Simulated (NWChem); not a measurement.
# C₂H₈GaN; SMILES [NH2][Ga]([CH3])[CH3]

```xyz
12

Ga     0.0141    -0.0035    -0.0094
C     -0.9126    -1.7406    -0.0143
H     -0.2112    -2.5833    -0.1046
H     -1.6270    -1.7961    -0.8512
H     -1.4921    -1.8738     0.9133
C     -0.8538     1.7583     0.1286
H     -1.5703     1.9021    -0.6959
H     -0.1250     2.5817     0.0980
H     -1.4237     1.8382     1.0681
N      1.8287    -0.0271    -0.1521
H      2.4130     0.8001    -0.1550
H      2.3869    -0.8689    -0.2257
```
Atoms are numbered in this order, from 1.

All runs: NWChem. STO-3G and 3-21G are far too small for this property and stand as cheap habits. Geometry: optimised at PBE0/def2-SVP. Isolated, static molecule.

GIAO at Hartree-Fock/STO-3G: principal shieldings of C2 are 237.1, 256.3, 267.5 ppm; an isolated tetramethylsilane molecule has σ = 245.0 ppm at the same levels.

Question: Find the isotropic 13C shift, its principal values, the span and the skew.

Answer: 
1. σ(iso) = one third of the sum = 253.6 ppm.
2. δ = σ(reference) − σ = -8.6 ppm against tetramethylsilane.
3. δ11, δ22, δ33 = 7.9, -11.3, -22.5 ppm.
4. Span Ω = δ11 − δ33 = 30.4 ppm; skew κ = 3(δ22 − δ(iso))/Ω = -0.26.
